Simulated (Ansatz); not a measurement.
Basis-set extrapolation for C₂H₁₀BNSi (`CB(N)C[SiH3]`) (PBE0-D4/def2-TZVP geometry, frozen core, the Gaussian-basis code of Ansatz). Multiplicity 1, RHF reference.

```json
{"": "HF", "def2-TZVPP": "-449.767751", "def2-QZVPP": "-449.784535"}
{"": "MP2 correlation", "def2-TZVPP": "-0.800568", "def2-QZVPP": "-0.853352"}
{"": "CCSD(T) correlation", "def2-TZVPP": "-0.893830", "def2-QZVPP": "not run"}
```

Energies in hartree. Use E(X) = E(∞) + A·exp(−7.88·√X) for Hartree–Fock and E(X) = E(∞) + B·X^(−2.97) for correlation, with X = 3 and 4, and add CCSD(T) minus MP2 of the smaller set to the MP2 limit.

**Question.** What is the CCSD(T) energy at the basis-set limit?

**Answer.** HF limit: -449.784535 + (-0.016784) × 0.13774 = -449.78685. MP2 limit: -0.853352 + (-0.052784) × 0.74074 = -0.89245. Higher-order term: -0.893830 − (-0.800568) = -0.09326. Total: -450.77256 hartree, 3.02 eV below CCSD(T)/def2-TZVPP.
